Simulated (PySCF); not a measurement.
**CrH2 at several levels of theory**

All levels use the PBE0 minimum (quintet; Cr–H 1.648 Å (×2); H–Cr–H 111.2°), basis [Cr def2-TZVP, H def2-TZVP], no relativity, density fitting, no spin–orbit coupling, PySCF. For vertical energies the ionised species is a quartet (spins chosen at PBE0 and kept) and the electron-attached one a sextet. Atomisation goes to high-spin ground-configuration atoms, without zero-point energy. Open shells are unrestricted, also as the reference of the correlated levels. A dash marks a value that was not computed or is not defined at that level.

| level | atomisation (kJ/mol) | vertical IP (eV) | vertical EA (eV) | −ε(HOMO) (eV) | dipole (D) |
| --- | --- | --- | --- | --- | --- |
| CCSD(T) | ? | ? | ? | – | – |
| HF | 227 | 8.16 | -0.62 | 10.01 | 4.93 |
| MP2 | 313 | 8.80 | -0.36 | – | – |
| PBE0 | 395 | 8.77 | 0.23 | 6.51 | 3.51 |
| PBE | 427 | 8.73 | 0.26 | 4.92 | 2.96 |
| B3LYP | 443 | 8.82 | 0.23 | 6.21 | 3.38 |
| r2SCAN | 417 | 8.78 | 0.27 | 5.25 | 3.20 |
| wB97X | ? | ? | ? | ? | ? |

Fill in the row of wB97X.

atomisation (kJ/mol) 466, vertical IP (eV) 8.66, vertical EA (eV) 0.15, −ε(HOMO) (eV) 8.83, dipole (D) 3.87.

Fill in the row of CCSD(T).

atomisation (kJ/mol) 397, vertical IP (eV) 8.57, vertical EA (eV) 0.02.

For CrH₂ itself CCSD(T) correlates 16 electrons; T1 = 0.043, D1 = 0.170, (T) = -28 kJ/mol.

Spin contamination in at least one species weakens the values at: CCSD(T), HF, MP2, PBE0, B3LYP, r2SCAN, wB97X.

Without diffuse functions attachment energies tend to come out too low.

Open d and f shells are described by one determinant, and the ground state may have another occupation or spin.
